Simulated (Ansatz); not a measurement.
Mulliken charges of H₄N₂OSW, SMILES `[NH2][W]([NH2])(=[O])=[S]` from B3LYP/def2-TZVPP in Ansatz (PBE0-D4/def2-TZVP geometry).

```tsv
atom	x (Å)	y (Å)	z (Å)	charge (e)
N1	-1.215	1.116	-0.263	-0.431
W2	0.267	-0.100	-0.548	0.886
N3	0.729	-1.049	1.078	-0.431
O4	-0.254	-1.264	-1.673	-0.393
S5	1.971	1.039	-1.180	-0.298
H6	-2.175	0.874	-0.457	0.165
H7	-1.116	2.085	-0.003	0.169
H8	0.376	-1.966	1.302	0.165
H9	1.417	-0.736	1.745	0.169
```

Question: By hand: the dipole of these point charges (1 e Å = 4.8032 D).

Answer: Σ q r = (-0.287, 0.117, 0.606) e Å, of length 0.681 e Å = 3.27 D.

Question: How does the dipole of the full density compare? (Best estimate.)

Answer: Ansatz gave: (-0.452, 0.076, 0.778) e Å, 4.34 D; the point charges give 0.75 times that, at 7° from its direction.

Point charges leave out the atoms' own dipoles, such as those of lone pairs, and Mulliken's split depends on the basis, so the two needn't agree.

B3LYP here is the variant with VWN-RPA as its local correlation; programs differ in this.
